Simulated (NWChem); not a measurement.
System meant: BSiH₃F₂; SMILES FB(F)[SiH3]

The following NWChem deck was run.

```
start job
memory heap 200 mb stack 900 mb global 1100 mb
geometry units angstroms noautoz
  B     -0.006469     0.577343     0.003469
  F     -1.114828     1.291887    -0.002932
  F      1.125943     1.255191    -0.003235
  Si    -0.010021    -1.458086     0.004479
  H      0.898382    -1.964497     1.078416
  H      0.505743    -1.946237    -1.312556
  H     -1.385704    -1.996163     0.219969
end
basis spherical
  * library def2-svp
end
dft
  xc pbe0
  iterations 4
  mulliken
end
task dft energy
```

End of the output:

```
    Atom       Charge   Shell Charges
 -----------   ------   -------------------------------------------------------
    1 B    5     5.20   1.96  0.54  0.29  1.32  0.60  0.48
    2 F    9     8.94   1.98  0.98  0.70  3.20  2.07  0.01
    3 F    9     8.95   1.98  0.99  0.70  3.20  2.07  0.01
    4 Si  14    13.70   2.00  1.93  0.67  0.35  5.82  1.36  1.37  0.20
    5 H    1     1.07   0.63  0.41  0.02
    6 H    1     1.06   0.63  0.41  0.02
    7 H    1     1.07   0.63  0.41  0.02

 center of mass
 --------------
 x =  -0.00002946 y =   0.21305102 z =   0.00077414

 moments of inertia (a.u.)
 ------------------
         495.199267987988           0.000000000000           0.000000000000
           0.000000000000         191.637272402406           0.000000000000
           0.000000000000           0.000000000000         665.714270397935

     Multipole analysis of the density
     ---------------------------------

     L   x y z        total         alpha         beta         nuclear
     -   - - -        -----         -----         ----         -------
     0   0 0 0     -0.000000    -20.000000    -20.000000     40.000000

     1   1 0 0     -0.005418     -0.002709     -0.002709     -0.000000
     1   0 1 0     -0.287969     -0.143984     -0.143984     -0.000000
     1   0 0 1      0.002450      0.001225      0.001225      0.000000

     2   2 0 0    -24.126318    -57.736825    -57.736825     91.347333
     2   1 1 0     -0.022917     -0.052134     -0.052134      0.081352
     2   1 0 1      0.000592      0.000083      0.000083      0.000426
     2   0 2 0    -24.334642   -141.184069   -141.184069    258.033495
     2   0 1 1      0.020261     -0.007809     -0.007809      0.035880
     2   0 0 2    -21.615776    -16.047237    -16.047237     10.478698

 ------------------------------------------------------------------------
 dft energy failed                                                                                  0
 ------------------------------------------------------------------------
 ------------------------------------------------------------------------
  current input line :
    20: task dft energy
 ------------------------------------------------------------------------
 ------------------------------------------------------------------------
 This type of error is most commonly associated with calculations not reaching convergence criteria
 ------------------------------------------------------------------------
 For more information see the NWChem manual at https://nwchemgit.github.io

0:dft energy failed:Received an Error in Communication
```

Question: Can this run be used? If not, why, and what is the fix?

Answer: Convergence was not reached. Cause: the SCF was allowed too few iterations. This input runs:
```
start job
memory heap 200 mb stack 900 mb global 1100 mb
geometry units angstroms noautoz
  B     -0.006469     0.577343     0.003469
  F     -1.114828     1.291887    -0.002932
  F      1.125943     1.255191    -0.003235
  Si    -0.010021    -1.458086     0.004479
  H      0.898382    -1.964497     1.078416
  H      0.505743    -1.946237    -1.312556
  H     -1.385704    -1.996163     0.219969
end
basis spherical
  * library def2-svp
end
dft
  xc pbe0
  iterations 150
  mulliken
end
task dft energy
```
It converges to -515.31767 Ha (PBE0/def2-SVP).
